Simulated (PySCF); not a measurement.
Cl₂I₂Si. Atoms are numbered in the order given.

```xyz
5

Cl     0.0000     1.6590     1.8830
Si     0.0000     0.0000     0.6829
Cl     0.0000    -1.6590     1.8830
I     -1.9962     0.0000    -0.6942
I      1.9962     0.0000    -0.6942
```
Charge 0, spin multiplicity 1.

Geometry optimised at PBE0-D3(BJ)/def2-SVP. The def2 effective core potentials stand for the cores of I; spin–orbit coupling is left out.

All values below come from PBE0-D3(BJ)/def2-SVP run with PySCF.

Frequencies are harmonic and unscaled.

Computed harmonic wavenumbers and intensities:
| mode | ν (cm⁻¹) | IR (km/mol) | moving atoms (share of kinetic energy) |
|---|---|---|---|
| 1 | 80 | 0.0 | I 72 %, Cl 23 % |
| 2 | 106 | 0.0 | Cl 84 %, I 16 % |
| 3 | 146 | 3.1 | Cl 60 %, I 39 % |
| 4 | 155 | 1.2 | Cl 65 %, Si 24 %, I 11 % |
| 5 | 157 | 1.5 | Cl 65 %, I 35 % |
| 6 | 278 | 6.8 | Cl 56 %, Si 23 %, I 21 % |
| 7 | 444 | 179.6 | Si 90 %, I 9 % |
| 8 | 562 | 157.4 | Si 63 %, Cl 36 % |
| 9 | 614 | 132.8 | Si 65 %, Cl 35 % |
